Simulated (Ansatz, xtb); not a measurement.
H2NOSn−: where a starting geometry ends

The starting geometry of this gas-phase singlet was built from a drawn formula by distance geometry and a force field; its bonds are those of `[O-][NH][SnH]`.

```xyz
5

N    -3.4311   -0.6580    0.1945
O    -3.3482   -1.3942   -0.9768
Sn   -1.4367   -0.2475    0.6528
H    -3.7769   -1.3108    0.9270
H    -0.5243   -1.7143    0.8279
```

Problem. Predict what it relaxes into with r2SCAN-D4/def2-SVPD.

Solution. It rearranges to `[NH]1[O][SnH-]1`. Contacts that close: O2–Sn3 (2.76 → 2.13 Å).

The energy falls by 1.11 eV over 10 steps:

```
step  E − E(last) (eV)
   1             1.106
   2             0.709
   3             0.399
   4             0.209
   5             0.061
   6             0.006
   7             0.001
   8             0.000
   9             0.000
  10             0.000
```

Final geometry (Å):

```xyz
5

N    -3.5750   -0.6681    0.3698
O    -3.0009   -1.1086   -0.8930
Sn   -1.4272   -0.2105    0.2285
H    -3.5934   -1.5366    0.9357
H    -0.9206   -1.8009    0.9845
```

From the same start GFN2-xTB reaches the same bonding as this run.

No frequencies were run, so the end isn't proven a minimum. Atoms past krypton carry core potentials, without spin–orbit terms. Run with Ansatz 0.2.0, 34 s on 1 thread of Arm Neoverse V1 (shared host).
